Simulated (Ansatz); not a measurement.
ZrHCl3. The state is a triplet with charge 0. Geometry r2SCAN-D4/def2-SVP, that of the neutral singlet; atoms count from 1.

Cartesian coordinates in Å:
```
Zr 0.002 0.007 -0.003
H -0.366 -1.660 0.656
Cl -1.248 0.165 -1.962
Cl 2.304 0.013 -0.359
Cl -0.691 1.475 1.668
```

In the def2 sets Zr takes a core potential; there is no spin–orbit coupling. At PBE0-D4/def2-TZVP a singlet of charge 0 lies 4.19 eV below the triplet at the same geometry.

Question: Estimate the Mulliken populations from the PBE0/def2-TZVP orbitals of Ansatz.

Answer: 
```
atom  charge (e)  spin (α − β)  d electrons
 Zr1        0.92          1.20         2.38
  H2        0.23          0.78            –
 Cl3       -0.37         -0.03            –
 Cl4       -0.39          0.02            –
 Cl5       -0.39          0.02            –
```
Mulliken values depend strongly on the basis.

Question: Where does the spin sit?

Answer: Summed by element: Zr 1.20, H 0.78, Cl 0.02, of 2 unpaired in all. Largest on single atoms: Zr1 1.20, H2 0.78, Cl3 -0.03.

Question: And the Mayer bond orders between heavy atoms (over 0.3)?

Answer: Zr1–Cl3 1.10 (2.33 Å); Zr1–Cl4 1.06 (2.33 Å); Zr1–Cl5 1.06 (2.33 Å).
